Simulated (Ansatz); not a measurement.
One change: `C=[CH][Ge]([Cl])([Cl])[Cl]` becomes `[Cl][Ge]([Cl])([Cl])[Cl]`.

Ansatz, PBE0-D4/def2-TZVP geometries, multiplicity 1. Each molecule was computed in one conformer, which needn't be the lowest.

Scalar relativity is left out up to krypton.

```json
{"property": "LUMO energy (PBE/def2-TZVPP) / eV", "`C=[CH][Ge]([Cl])([Cl])[Cl]`": "-2.31"}
{"property": "size of the dipole moment (PBE/def2-TZVPP) / D", "`C=[CH][Ge]([Cl])([Cl])[Cl]`": "2.76"}
{"property": "HOMO–LUMO gap (PBE0/def2-TZVPP) / eV", "`C=[CH][Ge]([Cl])([Cl])[Cl]`": "7.55"}
{"property": "HOMO energy (PBE/def2-TZVPP) / eV", "`C=[CH][Ge]([Cl])([Cl])[Cl]`": "-7.65"}
{"property": "size of the dipole moment (ωB97M-V/def2-TZVPP) / D", "`C=[CH][Ge]([Cl])([Cl])[Cl]`": "2.82"}
{"property": "LUMO energy (PBE0/def2-TZVPP) / eV", "`C=[CH][Ge]([Cl])([Cl])[Cl]`": "-1.33"}
```

(1) What does the change do to each property? (Estimate.)

Results:

(1) Computed: 
```
                                          property  `[Cl][Ge]([Cl])([Cl])[Cl]`  shift
                 LUMO energy (PBE/def2-TZVPP) / eV                       -3.20  -0.89
    size of the dipole moment (PBE/def2-TZVPP) / D                        0.00  -2.76
              HOMO–LUMO gap (PBE0/def2-TZVPP) / eV                        7.43  -0.12
                 HOMO energy (PBE/def2-TZVPP) / eV                       -8.20  -0.55
size of the dipole moment (ωB97M-V/def2-TZVPP) / D                        0.00  -2.82
                LUMO energy (PBE0/def2-TZVPP) / eV                       -2.23  -0.90
```

With PBE0 the HOMO falls by 0.78 eV and the LUMO falls by 0.90 eV, so the gap narrows by about 0.12 eV. PBE moves the HOMO by -0.55 eV and ωB97M-V by -0.78 eV. The zero-point energy changes by -107.8 kJ/mol with -12 modes.

Positive LUMOs are unbound, so they and the gaps depend on the basis.
